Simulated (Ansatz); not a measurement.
Geometry optimisation, RKS PBE0/def2-SVP (Ansatz 0.2.0).

The input (input.yaml):

```yaml
crystal:
  periodic: [false, false, false]
  atoms:
    - { symbol: W, position_ang: [-0.683389, -0.231343, -0.54208] }
    - { symbol: H, position_ang: [1.258336, -0.049563, 1.630727] }
    - { symbol: Cl, position_ang: [2.47081, 0.190121, 1.140128] }
    - { symbol: H, position_ang: [-0.282623, 1.220887, 0.168819] }
    - { symbol: Cl, position_ang: [-2.765012, 0.215215, 0.115172] }
    - { symbol: Cl, position_ang: [-0.13337, -2.269564, 0.283884] }
    - { symbol: Cl, position_ang: [0.68655, 0.254247, -2.24535] }
basis:
  gaussian: { orbitals: def2-SVP }
hamiltonian:
  xc: pbe0
relax:
  f_tol: 0.03
  max_steps: 50
```

Command:

```bash
$ ansatz run input.yaml --threads 2 --pin off --max-ram 3072MiB --backend cpu --events-out ev --progress --plain --runs-dir out
```

Task: Where does it end, and by what steps?

Result: The forces met the threshold. The force dipped under the threshold on the way, but the program's further checks kept it going. After 13 steps the energy has fallen by 0.095 eV; Cl3 moved furthest, 0.60 Å.

| step | energy less start (eV) | largest force component (eV/Å) | accepted |
| --- | --- | --- | --- |
| 0 | 0.0000 | 1.015 | yes |
| 1 | -0.0485 | 0.972 | yes |
| 2 | -0.0660 | 0.120 | yes |
| 3 | -0.0647 | 1.036 | no |
| 4 | -0.0779 | 0.216 | yes |
| 5 | -0.0829 | 0.285 | yes |
| 6 | -0.0835 | 0.262 | yes |
| 7 | -0.0885 | 0.317 | yes |
| 8 | -0.0908 | 0.317 | yes |
| 9 | -0.0934 | 0.023 | yes |
| 10 | -0.0938 | 0.048 | yes |
| 11 | -0.0944 | 0.051 | yes |
| 12 | -0.0946 | 0.031 | yes |
| 13 | -0.0949 | 0.027 | yes |

```xyz
7
Properties=species:S:1:pos:R:3
W -0.719 -0.274 -0.599
H 1.279 0.141 1.236
Cl 2.476 0.225 1.735
H -0.146 1.128 0.110
Cl -2.687 0.252 0.313
Cl -0.192 -2.349 0.126
Cl 0.541 0.206 -2.370
```

Whether the end is a true minimum wasn't checked by a vibrational analysis.

Run time: 56 s on 2 threads of Intel(R) Xeon(R) Platinum 8375C CPU @ 2.90GHz (Ice Lake), with other jobs on the host, peak memory 0.31 GiB.
